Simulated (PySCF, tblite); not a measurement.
Isomers of C7H12F2Si, one GFN2-xTB conformer each. Single-point energies are computed at PBE0/pcSseg-1 (PySCF, gas phase, no added dispersion term), electronic only.

```csv
SMILES,GFN2-xTB relative energy (kcal/mol)
CC1=C[C@@H](F)CC[C@@H](F)[SiH2]1,6.4
C[SiH2]C1=C[C@@H](F)CC[C@@H]1F,0.0
```

Conformers: `[CH3:1][C:2]1=[CH:3][C@@H:4]([F:5])[CH2:6][CH2:7][C@@H:8]([F:9])[SiH2:10]1` with C2–C3–C4–F5 169°, C3–C4–C6–C7 96°, C4–C6–C7–C8 -73°, C6–C7–C8–F9 -61°; `[CH3:1][SiH2:2][C:3]1=[CH:4][C@@H:5]([F:6])[CH2:7][CH2:8][C@@H:9]1[F:10]` with C1–Si2–C3–C4 -13°, C3–C4–C5–F6 -138°, C4–C5–C7–C8 47°, C5–C7–C8–C9 -64°, C7–C8–C9–F10 172°.

What does PBE0/pcSseg-1 give for the same structures?

```json
{"SMILES": "C[SiH2]C1=C[C@@H](F)CC[C@@H]1F", "PBE0/pcSseg-1 E (Eh)": "-762.43979", "PBE0/pcSseg-1 (kcal/mol)": "0.0", "GFN2-xTB (kcal/mol)": "0.0", "point group": "C1"}
{"SMILES": "CC1=C[C@@H](F)CC[C@@H](F)[SiH2]1", "PBE0/pcSseg-1 E (Eh)": "-762.41910", "PBE0/pcSseg-1 (kcal/mol)": "13.0", "GFN2-xTB (kcal/mol)": "6.4", "point group": "C1"}
```

Both levels put the same isomer lowest. 

Which frontier levels, dipoles and rotational constants go with these structures?

```
                          SMILES  HOMO (eV, PBE0/pcSseg-1)  LUMO (eV)  dipole (D)       A, B, C (MHz)
  C[SiH2]C1=C[C@@H](F)CC[C@@H]1F                     -7.79      -0.59        0.48  1427, 835.5, 549.3
CC1=C[C@@H](F)CC[C@@H](F)[SiH2]1                     -7.29      -0.48        1.64   1255, 1056, 691.6
```

What happens when harmonic zero-point energies from GFN2-xTB frequencies are added?

```
                          SMILES  ZPE (kcal/mol)  electronic (kcal/mol)  with ZPE (kcal/mol)
  C[SiH2]C1=C[C@@H](F)CC[C@@H]1F           106.9                    0.0                  0.0
CC1=C[C@@H](F)CC[C@@H](F)[SiH2]1           107.3                   13.0                 13.4
```

The zero-point energies span 0.4 kcal/mol. The order is unchanged.
